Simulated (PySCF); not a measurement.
Stepwise substitution at one centre (Si Cl-Br). All species are isolated molecules in the gas phase. Strings in code marks are SMILES.

The T1 excitation (TDA) from two functionals at the same geometries (B3LYP-D3(BJ)/def2-TZVP), both in PySCF: PBE-D3(BJ)/def2-TZVP and B3LYP-D3(BJ)/def2-TZVP. B3LYP has the VWN-RPA correlation part, as in Gaussian. Excitations are Tamm–Dancoff values on a coarser integration grid. The basis has no diffuse functions, so Rydberg states are missing or too high.

```csv
species,PBE-D3(BJ)/def2-TZVP (eV)
1 of 4 Cl replaced by Br (`Cl[Si](Cl)(Cl)Br`),5.50
2 of 4 Cl replaced by Br (`Cl[Si](Br)(Br)Cl`),5.07
3 of 4 Cl replaced by Br (`Br[Si](Br)(Cl)Br`),4.78
```

What does B3LYP-D3(BJ)/def2-TZVP give for each?


- 1 of 4 Cl replaced by Br (`Cl[Si](Cl)(Cl)Br`): 5.92
- 2 of 4 Cl replaced by Br (`Cl[Si](Br)(Br)Cl`): 5.48
- 3 of 4 Cl replaced by Br (`Br[Si](Br)(Cl)Br`): 5.20
Over these rows, drawn at random from the members with no instability flagged (it was tested for open shells, ions and some series alone), PBE minus B3LYP-D3(BJ): mean -0.42 eV, from -0.42 eV to -0.41 eV.
